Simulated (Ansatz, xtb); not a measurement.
Molecule: HgCl₂, net charge -1, doublet state. The spin state was set by rule; other spins were not relaxed. 
Geometry from a B3LYP-D3(BJ)/def2-TZVP (Ansatz, an electronic-structure program) optimisation:
```xyz
3

Hg    -0.0094     0.2567     0.0604
Cl     1.7758    -0.1413    -1.8371
Cl    -1.7316    -1.0668     1.5530
```
Charge -1, spin multiplicity 2.

Harmonic wavenumbers from GFN2-xTB (xtb, at its own minimum), cm⁻¹: 29, 131, 138.

Question: Give the harmonic wavenumbers at B3LYP-D3(BJ)/def2-TZVP (Ansatz, finite differences of forces, unscaled).

Answer: 33, 183, 188 cm⁻¹. Zero-point energy 0.6 kcal/mol.
